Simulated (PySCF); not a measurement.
H4O, SMILES [OH4+2], charge +2.

Coordinates come from a r2SCAN-D4/def2-TZVPD optimisation.

Two levels are set side by side: PBE/def2-TZVPD (PySCF) and r2SCAN/def2-TZVPD (PySCF). Same geometry, gas phase. Differences are taken from unrounded values.

```
quantity                     r2SCAN     PBE  PBE minus r2SCAN
---------------------------  ------  ------  ----------------
orbital gap (eV)              18.28   16.81             -1.47
highest occupied level (eV)  -34.23  -33.79              0.44
lowest empty level (eV)      -15.95  -16.98             -1.03
mean polarisability (bohr³)     6.1     6.2               0.1
```

Rough cost on one machine, each run with all the roots and properties that it gave: r2SCAN against PBE about 4 times.
